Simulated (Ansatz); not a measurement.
Total energies of B7P7H20, a nanocrystal cut from zinc blende BP (hydrogen-capped) from Ansatz at PBE0-D4/def2-TZVP, gas phase (1 Eh = 27.2114 eV = 2625.5 kJ/mol). The reference geometry is relaxed at PBE-D4/def2-SVP.

```xyz
34

B     2.9810    0.1209   -0.4877
B    -2.0240   -1.2784    1.7879
B     0.3765   -1.8174   -0.3966
B     0.6113    0.6879    1.6602
B     1.0291    2.7144   -0.8434
B    -1.5667    0.7641   -0.7506
B     0.7917    0.1970   -2.9104
P    -0.7328   -0.1723    2.7610
P     1.6032   -0.6840    0.6503
P     1.9728    1.2457   -1.7431
P    -0.9582   -2.5803    0.7843
P    -2.8256   -0.0999    0.4438
P    -0.5046   -0.6105   -1.6821
P    -0.2768    1.8136    0.3076
H     3.5415   -0.8008   -1.0695
H     3.6907    0.8007    0.2446
H    -2.8497   -1.7999    2.5173
H     0.9836   -2.7054   -0.9735
H     1.3638    1.3499    2.3569
H     1.7816    3.3371   -0.1030
H     0.3899    3.3872   -1.6439
H    -2.1616    1.4729   -1.5466
H     1.3982   -0.7265   -3.4408
H     0.1567    0.9232   -3.6663
H    -0.1699   -0.9818    3.7986
H    -1.4767    0.7544    3.5588
H     2.1995   -1.5446    1.6305
H     2.9406    1.8568   -2.5985
H    -0.4063   -3.5031    1.7289
H    -1.8704   -3.4502    0.1063
H    -3.8230   -0.8562   -0.2502
H    -3.6681    0.8286    1.1343
H    -1.4458   -1.4178   -2.4030
H    -1.0514    2.7748    1.0380
```

| state | geometry | energy (Eh) |
| --- | --- | --- |
| charge 0 singlet | reference | -2574.70819 |
| charge 1 doublet | reference | -2574.39825 |
| charge -1 doublet | reference | -2574.71257 |
| free B atom (doublet) | – | -24.61828 |
| free P atom (quartet) | – | -341.13505 |
| free H atom (doublet) | – | -0.50104 |

Single mean-field runs in def2-TZVP are fitted with def2-universal-jkfit.

(1) Work out the vertical ionisation energy to the doublet.

(2) Work out the vertical electron affinity, to the doublet.

(3) Give the fundamental gap IE − EA, the Mulliken electronegativity (IE + EA)/2 and the hardness (IE − EA)/2.

(4) What is the binding energy per atom against free atoms?

(1) E(charge 1 doublet) − E(charge 0 singlet) = -2574.39825 − (-2574.70819) = 0.30994 Eh = 8.43 eV. For comparison, −ε of the highest occupied level is 6.98 eV at this level, 1.45 eV less.

(2) E(charge 0 singlet) − E(charge -1 doublet) = -2574.70819 − (-2574.71257) = 0.00438 Eh = 0.12 eV. The basis lacks diffuse functions, which makes affinities too small.

(3) From the values in Eh: IE − EA = 0.30994 − 0.00438 = 0.30556 Eh = 8.31 eV; (IE + EA)/2 = 4.28 eV; (IE − EA)/2 = 4.16 eV. The HOMO–LUMO gap of the same run is 5.73 eV, 2.58 eV smaller than the fundamental gap.

(4) Atoms: 7 × (-24.61828) + 7 × (-341.13505) + 20 × (-0.50104) = -2570.29411 Eh. Binding: -2570.29411 − (-2574.70819) = 4.41408 Eh = 120.11 eV, or 3.53 eV for each of 34 atoms (no zero-point energy, no counterpoise term).

At PBE0-D4/def2-TZVP the highest occupied level of the charge -1 doublet lies above zero (up to 1.20 eV). By energy differences its removal costs 0.12 eV (vertical, to the charge 0 singlet, at PBE0-D4/def2-TZVP); self-interaction error and the lack of diffuse functions both raise the level.
